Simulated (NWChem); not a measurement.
System: GeSiNH₇; SMILES [GeH3][SiH2]N

The following NWChem deck was run.

```
start job
memory heap 200 mb stack 900 mb global 1100 mb
geometry units angstroms noautoz
  Si    -0.576765     1.177573     0.011317
  N      0.750339     2.325569    -0.016697
  Ge     0.082639    -1.137757     0.003976
  H     -1.428294     1.434351    -1.203512
  H     -1.380139     1.439816     1.257370
  H      1.332440     2.334689    -0.860123
  H      1.361114     2.341422     0.806103
  H      0.919579    -1.465308    -1.266965
  H     -1.113433    -2.132018     0.044233
  H      0.991518    -1.450979     1.228324
end
basis spherical
  * library 6-31g*
end
dft
  xc slater vwn_5
  iterations 150
end
tddft
  nroots 8
  notriplet
end
task tddft energy
```

Structure relaxed at the PBE-D3(BJ)/def2-SVP level.

Vertical excitations in the gas phase.

Q: What results follow from this input? (LDA (Slater exchange, VWN5)/6-31G* (spherical d), full TDDFT.) Quantities: lowest excitation, singlet (eV); oscillator strength of that lowest state; lowest state with f > 0.02, singlet (eV); oscillator strength of that bright state; orbital gap (eV).

A: The lowest excitation, singlet (eV) is 5.17, the oscillator strength of that lowest state is 0.012 and the lowest state with f > 0.02, singlet (eV) comes out as 6.28. The oscillator strength of that bright state is 0.235. The orbital gap (eV) comes out as 4.92.
